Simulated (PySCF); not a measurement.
A PySCF script (with the pyscf-properties extension) for the NMR shieldings of SMILES BSBCBc1cccs1, C$_{5}$H$_{9}$B$_{3}$S$_{2}$, on a GFN2-xTB geometry:

```python
import basis_set_exchange as bse
import numpy as np
from pyscf import gto, dft
from pyscf.prop import nmr

atoms = """
B    -3.972308   -0.653469    0.196530
S    -2.978036   -1.094991    1.589458
B    -1.526397   -0.028495    1.657962
C    -1.140451    1.054242    0.592106
B    -0.327853    0.289820   -0.530171
C     1.195025    0.230035   -0.493429
C     2.044292   -0.427561   -1.358147
C     3.406522   -0.295664   -1.050264
C     3.609924    0.471280    0.058754
S     2.146205    1.035319    0.734305
H    -4.905928   -1.323773   -0.008755
H    -3.730570    0.270464   -0.473294
H    -0.817850   -0.255278    2.561752
H    -0.525300    1.824237    1.057094
H    -2.017587    1.525164    0.150799
H    -0.892367   -0.270822   -1.392440
H     1.677796   -0.994223   -2.196105
H     4.201845   -0.744026   -1.619070
H     4.543235    0.736878    0.515453
"""
names = dict.fromkeys(["B", "S", "C", "H"], "pcSseg-1")
basis = {el: gto.basis.parse(bse.get_basis(n, elements=[el], fmt="nwchem")) for el, n in names.items()}
mol = gto.M(atom=atoms, basis=basis, charge=0, verbose=0)
mf = dft.RKS(mol, xc="PBE0")
mf.grids.level = 2
mf.grids.alignment = dft.numint.BLKSIZE   # the property module wants whole blocks of grid points
mf.conv_tol = 1e-9
mf.kernel()

calc = nmr.RKS(mf)   # GIAO
C = mf.mo_coeff
Co = C[:, mf.mo_occ > 0]
resp = mf.gen_response(singlet=True, hermi=2)
def vind(x):   # induced exchange potential for any number of trial vectors
    d = np.einsum("pi,xij,qj->xpq", C, 2 * x.reshape(-1, C.shape[1], Co.shape[1]), Co, optimize=True)
    return np.einsum("xpq,pi,qj->xij", resp(d - d.transpose(0, 2, 1)), C, Co, optimize=True).ravel()
mo1, _ = nmr.rhf.solve_mo1(calc, with_cphf=vind)
sigma = calc.kernel(mo1)
for i, s in enumerate(sigma):   # ppm
    w = np.linalg.eigvalsh((s + s.T) / 2)
    print("%2d %-2s iso %8.1f  s11 %8.1f  s22 %8.1f  s33 %8.1f" % (i, mol.atom_pure_symbol(i), w.mean(), *w))
```

Q: What are the results?

A: 
```
 0 B  iso     28.6  s11    -34.3  s22    -15.4  s33    135.3
 1 S  iso    325.5  s11     27.9  s22    167.4  s33    781.3
 2 B  iso     27.0  s11    -37.1  s22      2.3  s33    116.0
 3 C  iso    142.6  s11     73.3  s22    161.4  s33    193.2
 4 B  iso     39.0  s11    -13.7  s22     15.6  s33    114.9
 5 C  iso     26.4  s11    -50.6  s22     -1.6  s33    131.4
 6 C  iso     35.9  s11    -44.3  s22      9.1  s33    142.9
 7 C  iso     53.5  s11    -27.9  s22     39.6  s33    148.7
 8 C  iso     37.1  s11    -62.5  s22     27.6  s33    146.0
 9 S  iso    236.8  s11     81.5  s22    221.5  s33    407.3
10 H  iso     24.0  s11     19.4  s22     26.1  s33     26.5
11 H  iso     23.5  s11     17.2  s22     25.4  s33     27.9
12 H  iso     24.2  s11     19.8  s22     24.1  s33     28.8
13 H  iso     28.3  s11     24.1  s22     30.0  s33     30.7
14 H  iso     28.0  s11     24.3  s22     28.1  s33     31.7
15 H  iso     25.0  s11     21.2  s22     24.5  s33     29.1
16 H  iso     23.9  s11     20.9  s22     23.7  s33     27.0
17 H  iso     24.3  s11     21.1  s22     24.6  s33     27.1
18 H  iso     23.7  s11     21.1  s22     23.1  s33     27.0
```

These numbers come from an equivalent density-fitted implementation of the same equations, which agrees with the script to about 0.01 ppm for H and up to a few tenths of a ppm for heavy atoms, so last digits may differ.

Size and cost of the density-fitted run: 229 basis functions, 100 s wall time on 1 thread of an Arm Neoverse N1, shared host; peak memory 1.1 GiB.
